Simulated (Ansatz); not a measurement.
The inner images of a band of C$_{2}$H$_{4}$OSi (8 atoms, charge 0, multiplicity 1) are given out of order.

All numbers below come from Ansatz 0.2.0, RKS CAM-B3LYP-D4/def2-SVP.

Initial state:

```xyz
8
Properties=species:S:1:pos:R:3
O 1.743 1.779 -0.428
C 0.760 1.081 -0.502
C 0.455 -0.029 0.398
Si -0.950 -0.999 0.263
H 0.000 1.265 -1.307
H 1.196 -0.209 1.184
H -1.241 -2.117 1.183
H -1.963 -0.772 -0.791
```

Final state:

```xyz
8
Properties=species:S:1:pos:R:3
O 0.081 1.439 -1.420
C 0.770 1.078 -0.490
C 0.458 -0.033 0.404
Si -0.966 -0.977 0.227
H 1.728 1.613 -0.266
H 1.168 -0.253 1.206
H -1.249 -2.094 1.154
H -1.991 -0.774 -0.813
```

Task: Put them in order from the first end to the last, with their energies above the first end.
A.
```xyz
8
Properties=species:S:1:pos:R:3
O 1.892 1.339 -0.829
C 0.755 1.119 -0.496
C 0.361 0.056 0.445
Si -0.956 -1.017 0.251
H -0.077 1.755 -0.895
H 1.077 -0.140 1.250
H -1.183 -2.139 1.185
H -1.869 -0.973 -0.911
```
B.
```xyz
8
Properties=species:S:1:pos:R:3
O 0.826 1.009 -1.707
C 0.780 1.084 -0.503
C 0.426 -0.008 0.413
Si -0.897 -1.067 0.178
H 0.975 2.064 0.004
H 1.011 -0.081 1.335
H -1.228 -2.104 1.180
H -1.893 -0.897 -0.898
```
C.
```xyz
8
Properties=species:S:1:pos:R:3
O 0.371 1.182 -1.636
C 0.772 1.073 -0.498
C 0.456 -0.031 0.406
Si -0.928 -1.021 0.194
H 1.419 1.872 -0.055
H 1.110 -0.176 1.271
H -1.233 -2.111 1.146
H -1.966 -0.790 -0.829
```
D.
```xyz
8
Properties=species:S:1:pos:R:3
O 1.868 1.561 -0.611
C 0.758 1.101 -0.497
C 0.397 0.029 0.432
Si -0.958 -1.004 0.260
H -0.079 1.501 -1.125
H 1.131 -0.166 1.221
H -1.201 -2.133 1.180
H -1.917 -0.889 -0.859
```
E.
```xyz
8
Properties=species:S:1:pos:R:3
O 1.658 1.033 -1.288
C 0.762 1.135 -0.495
C 0.331 0.056 0.440
Si -0.905 -1.089 0.197
H 0.196 2.099 -0.408
H 0.917 -0.003 1.366
H -1.206 -2.127 1.203
H -1.753 -1.105 -1.014
```
F.
```xyz
8
Properties=species:S:1:pos:R:3
O 1.302 0.968 -1.568
C 0.777 1.113 -0.496
C 0.375 0.022 0.424
Si -0.890 -1.094 0.178
H 0.536 2.145 -0.127
H 0.935 -0.022 1.365
H -1.220 -2.114 1.195
H -1.815 -1.018 -0.971
```
G.
```xyz
8
Properties=species:S:1:pos:R:3
O 1.815 1.158 -1.066
C 0.756 1.132 -0.496
C 0.341 0.058 0.442
Si -0.941 -1.046 0.230
H 0.024 1.967 -0.639
H 1.012 -0.092 1.296
H -1.188 -2.139 1.193
H -1.819 -1.039 -0.960
```

Result: D (+1.2 kcal/mol), A (+4.4 kcal/mol), G (+8.0 kcal/mol), E (+9.6 kcal/mol), F (+7.6 kcal/mol), B (+3.4 kcal/mol), C (+0.2 kcal/mol).

Time of the run: 89 s on 2 threads of Intel(R) Xeon(R) Platinum 8488C (Sapphire Rapids) (shared host), peak memory 0.19 GiB.
